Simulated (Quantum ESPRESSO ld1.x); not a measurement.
Species: Er2+. Configuration: [Xe] 4f12. All-electron calculation, Dirac Kohn-Sham, LDA (Slater exchange, Perdew-Zunger correlation), spin-unpolarised, spherical densities, point nucleus; open shells fill j = l - 1/2 first. Program: ld1.x of Quantum ESPRESSO 7.5.

Normalised radial functions P(r) = r R(r) (large component), r in bohr:

r           4d5/2    5p3/2   4f5/2
0.001164   0.0000   0.0010  0.0000
0.001837   0.0000   0.0023  0.0000
0.002899   0.0002   0.0053  0.0000
0.004537   0.0006   0.0119  0.0000
0.007158   0.0022   0.0263  0.0000
0.01129    0.0077   0.0551  0.0001
0.01782    0.0258   0.1056  0.0004
0.02811    0.0796   0.1742  0.0020
0.04436    0.2169   0.2178  0.0093
0.06998    0.4863   0.1329  0.0387
0.1095     0.7884  -0.1307  0.1332
0.1728     0.6893  -0.3091  0.3727
0.2727    -0.2635   0.0513  0.7710
0.4302    -1.3315   0.4668  1.0958
0.6787    -1.2226  -0.0548  1.0384
1.071     -0.4528  -0.8374  0.6910
1.69      -0.0626  -0.7976  0.3427
2.645     -0.0024  -0.3084  0.1282
4.172     0.0000  -0.0406  0.0287
6.583     0.0000  -0.0011  0.0026
10.39      0.0000  0.0000  0.0001

4d5/2: eigenvalue -175.99 eV, 1 radial node at r = 0.247 bohr, <r> = 0.589 bohr, 90 % of the charge inside 0.887 bohr. 5p3/2: eigenvalue -39.423 eV, 3 radial nodes at r = 0.0900, 0.262, 0.660 bohr, <r> = 1.52 bohr, 90 % of the charge inside 2.24 bohr. 4f5/2: eigenvalue -18.279 eV, 0 radial nodes, <r> = 0.810 bohr, 90 % of the charge inside 1.42 bohr.
